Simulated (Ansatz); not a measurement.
# Which isomer of CH9BNP gives these data?

These gas-phase data were calculated for one isomer of CH9BNP at B3LYP/def2-SVP (harmonic, unscaled wavenumbers; equilibrium rotational constants with average atomic masses):

| Property | Result |
| --- | --- |
| rotational constants | 19.84, 2.121, 2.027 GHz |
| all wavenumbers above 1500 cm⁻¹ | 3515, 3455, 3175, 3151, 3053, 2509, 2454, 2312, 2306, 1621 |

Candidates:

(1) `C[B@H-]([NH3+])P`, a singlet
(2) `C[NH2+][BH2-]P`, a singlet

**Question.** Which structure fits?

**Answer.** Candidate (2). 2 modes lie between 3250 and 3800 cm⁻¹, one for each N–H bond, while (1) has 3.

The same quantities for all candidates:

```
     rotational constants (GHz)                                       wavenumbers above 1500 cm⁻¹  E above the lowest, B3LYP/def2-SVP (kcal/mol)
(1)         6.747, 3.682, 2.652  3550, 3531, 3425, 3093, 3038, 2981, 2470, 2395, 2366, 1622, 1612                                            0.0
(2)         19.84, 2.121, 2.027        3515, 3455, 3175, 3151, 3053, 2509, 2454, 2312, 2306, 1621                                            8.3
```

Each candidate is one conformer. Programs: Ansatz 0.2.0.
